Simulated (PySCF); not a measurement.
CH₄BF, SMILES FCB, CAM-B3LYP/def2-SVP optimised geometry.

```
7

B      0.75    -0.09     0.00
C     -0.80    -0.09     0.00
F     -1.39     1.16     0.00
H      1.39     0.93     0.00
H      1.31    -1.16     0.00
H     -1.16    -0.66     0.88
H     -1.15    -0.66    -0.88
```

Density from CAM-B3LYP/def2-TZVP run with PySCF 2.14.0 at that geometry.

Minimum of the electron density along straight lines between bonded atoms, close to the bond critical point (lines longer than 1.1 times the sum of covalent radii, or with two minima, are not listed):

```csv
bond,length / Å,ρ at the minimum / e bohr⁻³,∇²ρ there / e bohr⁻⁵,position (fraction from the first atom)
B1–C2,1.550,0.200,-0.29,0.33
C2–F3,1.377,0.245,-0.15,0.34
B1–H4,1.203,0.186,-0.45,0.44
B1–H5,1.206,0.184,-0.42,0.44
C2–H6,1.110,0.270,-0.92,0.65
C2–H7,1.110,0.270,-0.92,0.65
```
